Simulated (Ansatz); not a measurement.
Born–Oppenheimer molecular dynamics of ClH7Si3 (11 atoms, charge 0, multiplicity 1). It starts from a relaxed structure.

All numbers below come from Ansatz, RKS PBE-D4/STO-3G.

```yaml
ensemble: NVT, Langevin thermostat
time_step: 0.5 fs
steps_asked: 166
set_temperature: 100 K
friction: 0.001 /fs
seed: 71513
```

First frame:

```xyz
11
Properties=species:S:1:pos:R:3
Si -0.036 -0.006 -0.054
H 0.108 -0.107 1.398
Cl 1.967 0.146 -0.770
Si -1.136 1.901 -0.585
H -2.485 1.834 -0.038
H -0.467 3.066 -0.028
H -1.235 2.054 -2.027
Si -0.949 -1.908 -0.875
H -2.288 -2.065 -0.324
H -1.057 -1.845 -2.325
H -0.157 -3.071 -0.508
```

Task: How far do the bonds stretch over the last three quarters of this one trajectory? (Pairs bonded in most of those frames.)

Result: 
```
   bond  mean (Å)  spread (Å)  shortest  longest
 Si1–H2     1.465       0.036      1.41     1.52
Si1–Cl3     2.132       0.002      2.13     2.14
Si1–Si4     2.266       0.020      2.24     2.30
Si1–Si8     2.268       0.014      2.25     2.29
 Si4–H5     1.456       0.013      1.43     1.48
 Si4–H6     1.455       0.009      1.44     1.47
 Si4–H7     1.455       0.021      1.42     1.49
 Si8–H9     1.457       0.012      1.44     1.48
Si8–H10     1.454       0.009      1.44     1.47
Si8–H11     1.455       0.013      1.43     1.47
```

Mean temperature of the second half: 56 K. The mean temperature of the second half is 44 % below the set value. A run of 0.083 ps of so small a system gives no equilibrium averages. Limits of this set-up: minimal basis.

Run time: 6.1 min on 1 thread of Arm Neoverse V1, on a shared host, peak memory 0.097 GiB.
